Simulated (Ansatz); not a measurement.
C3H3Cl2F, SMILES C/C(Cl)=C(\F)Cl.

Geometry: TPSSh-D3(BJ)/def2-SVP.

Two levels are set side by side: PBE/def2-SVPD (Ansatz, a quantum-chemistry and plane-wave program) and CAM-B3LYP/def2-SVPD (Ansatz). Energy differences of separate SCF runs at the same geometry; the states with an electron removed or added have multiplicity 2 and 2. Differences are taken from unrounded values.

```csv
quantity,CAM-B3LYP
vertical ionisation energy (eV),9.42
vertical singlet–triplet gap (eV),3.91
```

**Question.** What does PBE give, and how far is it from CAM-B3LYP? (An estimate is asked for; the answer gives what the named calculation found.)

**Answer.** 
```tsv
quantity	PBE	PBE minus CAM-B3LYP
vertical ionisation energy (eV)	9.03	-0.40
vertical singlet–triplet gap (eV)	3.94	0.03
```
